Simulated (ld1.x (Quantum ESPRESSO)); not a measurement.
Transferability test, TM potential for W

* Element: W
* Generator: ld1.x (Quantum ESPRESSO) 7.5
* Type: norm-conserving Troullier–Martins (Kleinman–Bylander form)
* Functional: BLYP
* Relativity: non-relativistic
* Frozen core: [Xe]
* Valence charge: 20
* Reference configuration: 4f14 5d4 6s1 6p0 (charge +1)
* Partial waves: 6s (bound): rc 2.55 bohr; 6p (bound, empty): rc 2.65 bohr; 5d (bound): rc 2.25 bohr; 4f (bound): rc 0.85 bohr
* Local potential: the f channel
* Core correction: Bessel-smoothed model core inside 0.40 bohr

Energies are relative to the spin-unpolarised reference configuration 4f14 5d4 6s1 6p0; without spin polarisation the order of configurations can differ from experiment. Not all tests gave a result: 1 of 7 tests not solved or not reliable. Left out of the table: 4f14 5d4 6s1 6p1 (pseudo-atom not self-consistent, printed error +1.8 eV). The frozen-core shift is the all-electron ΔE with the core orbitals held at their reference shape minus the fully relaxed ΔE.

| valence configuration | charge | ΔE all-electron (eV) | error AE − PS (meV) | frozen-core shift (meV) |
| --- | --- | --- | --- | --- |
| 4f14 5d4 6s2 6p0 | 0 | -7.602 | -5.7 | +0.8 |
| 4f14 5d4 6s0 6p0 | +2 | 13.992 | -7.6 | +3.5 |
| 4f14 5d4.5 6s1.5 6p0 | 0 | -7.962 | -15 | +11 |
| 4f14 5d5 6s1 6p0 | 0 | -8.057 | -48 | +33 |
| 4f14 5d5 6s0 6p0 | +1 | -1.326 | -73 | +38 |

Question: What are ΔE and the potential's error for 4f14 5d3 6s0 6p0?

Answer: ΔE = 40.073 eV all-electron; the error (AE − PS) is -110 meV.

These tests converged, but a pseudo level misses the all-electron one widely, so the file describes the atom poorly there or has found another state: 4f14 5d3 6s0 6p0: empty 6s by 4.4 eV (a node warning on the way).

A Bessel basis up to 400 Ry misses an occupied level by 0.03 Ry, so cutoffs were not judged. Note: ghost states, extra bound levels that the all-electron valence spectrum of the same l lacks: s at -1725.9 eV, s at -539.0 eV, d at -353.7 eV, s at -28.8 eV (other channels not judged).
